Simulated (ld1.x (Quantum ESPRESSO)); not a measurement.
**Ag (Z = 47): one change to a TM potential, before and after**

ld1.x (Quantum ESPRESSO) 7.5 input, shortened:

```
&input
   title='Ag', zed=47., rel=1, dft='PBESOL', iswitch=3,
   config='[Kr] 4d10 5s1 5p0'
 /
 &inputp
   pseudotype=2, tm=.true., lloc=0,
   nlcc=.false.
 /
3
5P  2  1   0.00   0.00  2.40  2.40  0.0
4D  3  2  10.00   0.00  1.65  1.65  0.0
5S  1  0   1.00   0.00  2.15  2.15  0.0
 &test
   configts(1)='4d10 5s1 5p0'
 /
```

Change: wave 4d (bound): rc 1.65 bohr becomes 4d (bound): rc 1.22 bohr.

Cutoffs: the cutoffs (Ry, on a coarse ladder) from which the occupation-weighted sum of valence levels, in a spherical-Bessel basis at the reference potential, stays within 10 and 1 mRy of its value at 400 Ry; they do not see the model core or the augmentation charge, which bear on the density cutoff. Errors are all-electron minus pseudo energies relative to the spin-unpolarised reference configuration.

Task: How do hardness, ghosts and transferability respond?

Result: The potential gets neither clearly harder nor softer (70 Ry and 100 Ry → 80 Ry and 100 Ry); the errors of the 7 common tests hardly move; neither file shows a bound ghost.

| quantity | base | changed |
| --- | --- | --- |
| cutoff, loose | 70 Ry | 80 Ry |
| cutoff, tight | 100 Ry | 100 Ry |
| loose cutoff by channel (10 mRy a level) | d 55 Ry, s 6 Ry | d 60 Ry, s 6 Ry |
| bound ghosts | none | none |
| error for 4d10 5s0 5p0, meV [ΔE 7.75 eV] | -4.1 | -4.6 |
| error for 4d9 5s0 5p0, meV [ΔE 29.86 eV] | -86 | -86 |
| error for 4d8 5s0 5p0, meV [ΔE 66.04 eV] | -533 | -540 |
| error for 4d9 5s1 5p0, meV [ΔE 13.16 eV] | -105 | -106 |
| error for 4d10 5s0.5 5p0, meV [ΔE 3.02 eV] | -1.5 | -1.6 |
| error for 4d10 5s0 5p1, meV [ΔE 3.93 eV] | -1.2 | -1.3 |
| error for 4d7 5s0 5p0, meV [ΔE 117.73 eV] | -1458 | -1487 |
| s: phases at 2.60 bohr within 0.05 rad from the reference energy up to (Ry; the scan ends near 5) | 3.0 | 3.0 |
| p: phases at 2.60 bohr within 0.05 rad from the reference energy up to (Ry; the scan ends near 5) | 4.0 | 4.0 |
| d: phases at 2.60 bohr within 0.05 rad from the reference energy up to (Ry; the scan ends near 5) | 1.0 | 1.0 |
